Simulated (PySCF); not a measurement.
## Interval between two levels of Tc by level of theory

Tc [Kr] 4d5 5s2 [6S5/2, M_J = 5/2] → Tc [Kr] 4d6 5s1 [6D9/2, M_J = 9/2], as a difference of total energies. Calculation: PySCF 2.14, in x2c-TZVPall-2c with one added diffuse shell each of s, p, d type (9s10p8d1f, 86 functions); the two-component X2C-1e Hamiltonian. Correlated levels: [Ar] 3d10 frozen; the 6 highest virtual spinors dropped. "Screened" scales the spin-orbit matrix elements by Boettger's factors to mimic the two-electron term; Breit and QED terms are absent.

```csv
method,interval between two levels (cm⁻¹),error (cm⁻¹)
GHF (spin-free),6443.6,+3871
GMP2 (spin-free),5372.8,+2800
GHF (screened spin-orbit),5784.4,+3212
GMP2 (screened spin-orbit),4629.0,+2056
```

Reference: 2572.9 cm⁻¹ (measured; NIST Handbook of Basic Atomic Spectroscopic Data (Sansonetti and Martin, J. Phys. Chem. Ref. Data 34, 1559 (2005))).

The spin-free rows relax to the high-spin LS determinant and lack the spin-orbit shift.

Errors of the correlated levels include the incompleteness of this basis and the frozen core.

The labels give the starting determinants; with spin-orbit coupling the two ends relaxed to ⟨J²⟩ = 8.79, ⟨L²⟩ = 0.02, ⟨S²⟩ = 8.78 and ⟨J²⟩ = 24.77, ⟨L²⟩ = 6.05, ⟨S²⟩ = 8.74.
